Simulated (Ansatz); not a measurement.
C$_{3}$H$_{4}$ClFSi, SMILES `FC(Cl)=C=C[SiH3]`, charge 0, multiplicity 1.

Give a relaxed structure at PBE0-D4/def2-TZVP (Ansatz). (Best estimate.)

Ansatz gave: 
Cartesian coordinates in Å:
```
F -2.917 0.609 -0.729
C -1.849 -0.108 -1.074
Cl -1.873 -0.590 -2.714
C -0.900 -0.414 -0.240
C 0.089 -0.677 0.562
Si 1.558 0.473 0.723
H 0.056 -1.592 1.156
H 1.673 0.930 2.133
H 2.799 -0.263 0.366
H 1.365 1.631 -0.181
```
This is one stationary point; other conformers may exist.
